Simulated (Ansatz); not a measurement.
C3H9NSi can be A, `C/C=N/C[SiH3]`, or B, `C/C(N)=C\[SiH3]`.

Calculated with Ansatz (gas phase, PBE0-D4/def2-TZVP geometries, no zero-point term in ΔE). CBS: MP2 limit from def2 TZ/QZ plus the TZ coupled-cluster correction, frozen cores. Double bonds are as drawn, so ΔE can hold a change between cis and trans. DFT in def2-TZVPP. Each species was taken in one conformer, which may not be the lowest.

(1) Which is lower in electronic energy at CCSD(T)/CBS, and by how much? (An estimate is asked.)

(2) Give E(B) − E(A) in kJ/mol with B2PLYP, r2SCAN-D4, CCSD/def2-TZVPP, LDA (SPW92), CCSD(T)/def2-TZVPP, ωB97M-V, PBE-D4. (Estimate.)

(3) Does the order hold for the free energy at 298.15 K (harmonic terms from PBE0-D4)? (Estimate.)

Largest T1 diagnostic: 0.012.

Results:

(1) Computed: B, by 37.4 kJ/mol.

(2) Computed: B2PLYP -34.4, r2SCAN-D4 -44.0, CCSD/def2-TZVPP -32.2, LDA (SPW92) -52.1, CCSD(T)/def2-TZVPP -32.7, ωB97M-V -39.5, PBE-D4 -39.2. None reverses the order clearly.

(3) Computed: Yes: G(B) − G(A) = -38.4 kJ/mol, for one conformer each. Modes under 60 cm⁻¹, often nearly free rotors, make the harmonic entropy too high.

At CCSD(T), def2-SVP lies +15.7 kJ/mol from the extrapolated value and def2-TZVPP +4.8 kJ/mol. From BLYP to BHLYP (50 % exact exchange), in def2-TZVPP and without D4, E(B) − E(A) moves by −8.6 kJ/mol.
